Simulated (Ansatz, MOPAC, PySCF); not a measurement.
Bond stretch in ammonia borane, SMILES [BH3-][NH3+] (H₆BN). The N2–H8 bond (N2 also carries B, H, H; H8 carries nothing else) is pulled apart rigidly from the PBE0/def2-TZVP optimised geometry.

Computed with: RHF/STO-3G = restricted Hartree-Fock/STO-3G (PySCF); RHF/LANL2DZ = restricted Hartree-Fock/LANL2DZ run with PySCF; UCCSD = Ansatz (an electronic-structure program) with CCSD on UHF/cc-pVDZ, frozen core; PM6, restricted, heats of formation (MOPAC); RKS-B3LYP/LANL2DZ = restricted B3LYP/LANL2DZ in PySCF.

Energies are in kcal/mol, each relative to the lowest point of its own curve near equilibrium.

```csv
R / Å,RHF/STO-3G,RHF/LANL2DZ,UCCSD,PM6,RKS-B3LYP/LANL2DZ
0.83,39.2,26.1,29.5,12.9,29.4
0.89,16.9,9.8,12.1,5.6,12.1
0.96,3.6,1.3,2.2,1.0,2.3
0.98,1.7,0.4,1.0,0.4,1.0
1.01,0.1,0.0,0.0,0.0,0.0
1.05,0.0,1.0,0.3,0.4,0.2
1.10,2.5,4.2,2.5,2.1,2.3
1.14,6.3,7.8,5.4,4.3,5.1
1.22,16.9,17.2,13.3,10.9,12.7
1.34,38.1,34.0,27.9,24.3,26.8
1.49,68.3,56.3,47.1,44.5,45.6
1.68,107.2,83.7,70.2,71.4,67.9
1.88,145.0,109.5,89.9,97.3,87.9
2.15,187.5,139.0,106.0,125.6,109.0
2.49,226.1,168.0,112.3,150.3,127.7
2.96,258.2,196.0,113.9,170.4,143.7
```

At the longest distance, 2.96 Å, RHF/STO-3G lies highest above its minimum (258.2 kcal/mol) and UCCSD lowest (113.9 kcal/mol).

The restricted form behind RHF/STO-3G, RHF/LANL2DZ, PM6, RKS-B3LYP/LANL2DZ keeps the bonding electrons paired and can't separate into open-shell fragments. The unrestricted determinant behind UCCSD is spin-contaminated at 1.68 to 2.96 Å (<S²> up to 1.0, against 0.00 for a pure singlet).
